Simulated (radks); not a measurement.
The numbers below are computed, except where a source is named.
Charge is removed step by step from the 3s level of Ti7+, starting from [Ne] 3s2 3p3. Code: a radial shooting solver on a logarithmic mesh with Libxc functionals. Model: non-relativistic Kohn-Sham, PBE, spin-unpolarised, spherical densities, point nucleus.

| removed (e) | E - E(0) (eV) | eigenvalue (eV) | E minus straight line (eV) |
|---|---|---|---|
| 0 | 0.000 | -179.42 | 0.000 |
| 0.25 | 45.593 | -185.33 | -2.235 |
| 0.5 | 92.670 | -191.29 | -2.986 |
| 0.75 | 141.24 | -197.28 | -2.243 |
| 1 | 191.31 | -203.30 | 0.000 |

Removing the whole electron costs 191.31 eV by Delta-SCF, against 179.42 eV from minus the eigenvalue at the starting occupation. Slater's transition state (half an electron removed) gives 191.29 eV. Integrating minus the eigenvalue over the occupation (Janak's theorem) gives 191.31 eV. The mean slope of the eigenvalue, de/dn, is 23.9 eV per electron.
